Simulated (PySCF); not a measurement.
## Two-component Hartree-Fock for Ti⁴⁺ (titanium, charge +4)

Start: [Ar]. Calculated with PySCF 2.14 in x2c-TZVPall-2c (6s7p4d1f, 54 functions): generalised Hartree-Fock with the X2C-1e Hamiltonian and a Gaussian nucleus; one run each with spin-orbit coupling (SO) switched off, then screened by Boettger's factors.

| spinor shell | electrons | ε, spin-free (eV) | ε, screened SO (eV) | weight of nominal j (screened SO) | rms radius, screened SO (bohr) |
| --- | --- | --- | --- | --- | --- |
| 1s1/2 | 2 | -5072.2 | -5072.2 | 1.000 | 0.0804 |
| 2s1/2 | 2 | -645.19 | -645.18 | 1.000 | 0.350 |
| 2p1/2 | 2 | -540.76 | -544.75 | 1.000 | 0.318 |
| 2p3/2 | 4 | -540.76 | -538.79 | 1.000 | 0.321 |
| 3s1/2 | 2 | -130.68 | -130.67 | 1.000 | 1.04 |
| 3p1/2 | 2 | -99.420 | -99.944 | 1.000 | 1.11 |
| 3p3/2 | 4 | -99.420 | -99.162 | 1.000 | 1.11 |

| quantity | spin-free | screened SO |
| --- | --- | --- |
| E (hartree) | -849.52357 | -849.53005 |
| M_J | 0 | 0 |
| ⟨J²⟩ | 0.000 | 0.000 |
| ⟨L²⟩ | 0.000 | 0.000 |
| ⟨S²⟩ | 0.000 | 0.000 |

Without spin-orbit coupling the j labels of p, d and f shells carry no meaning; the spin-free column gives the mean over the occupied spinors of each nl shell.
